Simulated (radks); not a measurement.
Values are calculated unless marked as measured or tabulated.
Spherical quantum dot in the effective-mass picture: electrons in a hard-walled sphere of radius 8.45, with a point charge +1 (a donor) at the centre, all in effective atomic units (hartree* = m*/eps^2 hartree, bohr* = eps/m* bohr), one dielectric constant everywhere. Level of theory: non-relativistic Kohn-Sham, PBE, spin-polarised, spherical densities (a radial shooting solver with Libxc functionals). Levels are named by radial order and angular momentum (1s, 1p, 1d, 2s, ...), and open shells are averaged over m. Each electron was tried in the lowest free levels, single moves between levels near the top were tried too, and the lowest total energy was kept; such a search can miss a lower state. The series stops at N = 10: beyond it a trial failed or the search could not be trusted, so later rows were left out. At N = 1 the Hartree and exchange-correlation terms need not cancel, so that row can carry a self-interaction error.

N,open shells,2S,E (hartree*),addition energy mu(N+1) - mu(N) (hartree*),e(HOMO) (hartree*),rms radius (bohr*)
1,"1s(up 1, down 0)",1,-0.499954,0.4821,-0.27888,1.794
2,none,0,-0.517772,0.3135,0.089749,2.761
3,"1p(up 1, down 0)",1,-0.222101,0.1297,0.35656,4.013
4,"1p(up 2, down 0)",2,0.203255,0.1406,0.49520,4.571
5,"1p(up 3, down 0)",3,0.769175,0.1732,0.63679,4.918
6,"1p(up 3, down 0) 2s(up 1, down 0)",4,1.50826,0.1551,0.80592,5.132
7,"1p(up 3, down 1) 2s(up 1, down 0)",3,2.40249,0.1305,0.95779,5.337
8,"1p(up 3, down 2) 2s(up 1, down 0)",2,3.42722,0.1364,1.0925,5.488
9,"2s(up 1, down 0)",1,4.58835,0.2011,1.2312,5.606
10,"1d(up 1, down 0) 2s(up 1, down 0)",2,5.95059,-,1.4303,5.714

All shells are closed at N = 2 (there: 1s2); the second difference of the energy has clear peaks (12 % above both neighbours; the first and last values, which can be the largest, are not judged, and half-filled shells can peak too) at N = none.
